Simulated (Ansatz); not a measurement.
Reaction (redistribution): `O[SiH2]I` + `F[SiH2]O[SiH](F)F` → `O[SiH](I)[SiH2]F` + `O[SiH](F)F`

Calculated with Ansatz (gas phase, PBE0-D4/def2-TZVP geometries, no zero-point term in ΔE). CCSD(T)/CBS adds triple-zeta CCSD(T) − MP2 to the extrapolated MP2 energy (def2 sets, frozen cores). Functionals use def2-TZVPP. Elements past krypton have def2 core potentials. For I outer-core shells are correlated without core-valence functions, which leaves a few kJ/mol of doubt a bond. Each species was taken in one conformer, which may not be the lowest.

```csv
level,ΔE (kJ/mol),difference from CCSD(T)/CBS
PBE-D4,110.1,-29.1
r2SCAN-D4,133.5,-5.7
PBE0-D4,120.7,-18.5
ωB97M-V,140.7,1.5
B2PLYP,143.4,4.2
PBE,112.1,-27.1
r2SCAN,133.9,-5.3
HF/def2-TZVPP,167.6,28.4
MP2/def2-TZVPP,146.1,6.9
SCS-MP2/def2-TZVPP,150.2,11.0
CCSD(T)/def2-TZVPP,140.9,1.7
MP2/def2-QZVPP,146.3,7.1
SCS-MP2/def2-QZVPP,150.4,11.2
HF/CBS(def2),171.5,32.3
MP2/CBS(def2),144.4,5.2
CCSD/CBS(def2),143.3,4.1
CCSD(T)/CBS,139.2,0
```

Largest T1 diagnostic among the species: 0.012.

The D4 term adds −3.5 kJ/mol with B3LYP and −2.0 kJ/mol with PBE0; it sums over pairs of atoms, weighted by their polarisabilities, and B3LYP, whose exchange is more repulsive, gets the larger term. From PBE to PBE0 (25 % exact exchange), in def2-TZVPP and without D4, ΔE moves by +10.6 kJ/mol.

B3LYP here is the variant with VWN-RPA as its local correlation; programs differ in this.
